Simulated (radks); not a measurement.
Species: S6+. Configuration: [Ne] (the NIST ground configuration). All-electron calculation, Dirac Kohn-Sham, LB94 model potential, spin-unpolarised, spherical densities, finite nucleus; Fermi nuclear charge, rms radius 3.2611 fm. Program: a radial shooting solver on a logarithmic mesh with Libxc functionals.

Normalised radial functions P(r) = r R(r) (large component), r in bohr:

```
   r/bohr * 2p1/2, o 3s1/2, + 3p1/2 (the largest magnitude, 1.45, reaches the edge; | marks zero, & curves that meet)
 0.007851                             & o
  0.01107                             &  o
  0.01575                             +* o
  0.02221                             +*  o
  0.03133                             |+*  o
   0.0442                             | + * o
  0.06234                             |  + o*
  0.08864                             |   &     *
    0.125                             o      +       *
   0.1764                        o    |        +           *
   0.2488                    o        |         +               *
   0.3509                   o         |       +                  *
    0.495                        o    | +                    *
   0.7039                      +      |      o       *
   0.9929             +               |      *         o
    1.401            +                | *              o
    1.976                   +         *         o
    2.787                          +  * o
    3.963                             &
```

2p1/2: eigenvalue -276.86 eV, 0 radial nodes, <r> = 0.434 bohr, 90 % of the charge inside 0.722 bohr. 3s1/2 (empty): eigenvalue -109.48 eV, 2 radial nodes at r = 0.128, 0.582 bohr, <r> = 1.31 bohr, 90 % of the charge inside 1.92 bohr. 3p1/2 (empty): eigenvalue -96.098 eV, 1 radial node at r = 0.547 bohr, <r> = 1.35 bohr, 90 % of the charge inside 2.01 bohr.
